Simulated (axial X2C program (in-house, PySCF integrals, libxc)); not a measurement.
TiSi: properties at the nuclei

Computed with an axial X2C code built on PySCF integrals: two-component X2C with atomic mean-field Coulomb and Gaunt terms, Gaussian nuclei, basis Ti dyall-cv3z, Si dyall-v3z with contracted cores.

R = 2.423 Å (near the PBE0 minimum at charge 0 of the determinant lowest at the starting distance; the state shown can have its own minimum elsewhere).

Determinant lowest in the PBE0 search, Ω = 4 (⟨Sz⟩ = 2.00, ⟨Lz⟩ = 2.00 at PBE0), spin on the atoms Ti 1.44, Si 0.56:

```csv
level,Eeff magnitude (GV/cm),Ws magnitude Ti (kHz),A∥/gI Ti (MHz),qzz Ti (a.u.),A∥/gI Si (MHz),qzz Si (a.u.),μ (D)
PBE0,0.149,0.0114,140,-0.17,-26.8,-1.06,-4.00
HF,0.762,0.067,175,-0.53,-45.5,-0.52,-3.18
PBE,0.164,0.0122,150,-0.32,-21.8,-1.31,-3.08
B3LYP,0.109,0.00748,135,-0.19,-21.1,-1.04,-3.37
TPSSh,0.193,0.0157,145,-0.26,-18,-1.15,-3.97
```

Eeff is the effective electric field on the electron electric dipole moment in this Ω state and Ws the scalar–pseudoscalar constant of the nucleus named (defined with the proton number Z and per Ω); A∥ (defined per Ω) follows by multiplying with gI = μI/(I μN); qzz is the electric field gradient, eQq0 = 234.96 MHz × Q/barn × qzz; μ is positive if the Si end (last atom) is positive. The operators were transformed with the bare-nucleus X2C matrices; with these basis sets, hyperfine constants and field gradients can be off by tens of per cent, and where levels differ in sign neither size nor sign is settled.

Problem. With gI(47Ti) = -0.3154 (g factors from the IAEA table of nuclear moments by Stone), turn the PBE0 values of the first state into constants in MHz.

Solution. A∥(47Ti) = 140 × -0.3154 = -44.2 MHz.

Each state is one determinant with collinear spin, which with several unpaired electrons need not be a pure state. Unrestricted Hartree–Fock can overshoot spin polarisation at the nuclei. With several open shells hyperfine constants can be off by a factor of several. Where Eeff spreads by more than a factor of two the levels disagree and none is to be relied on. Open-shell Ω = 0 determinants with evenly filled partner blocks cannot be reached by this program, so the Ω shown need not be the lowest component. The search compared states at one distance, so a state with another bond length can lie lower. Further determinants of the search, some of them spin-mixed, are not shown. Where a field gradient or hyperfine factor spreads by more than a factor of two over the levels, a constant derived from it is not to be relied on.
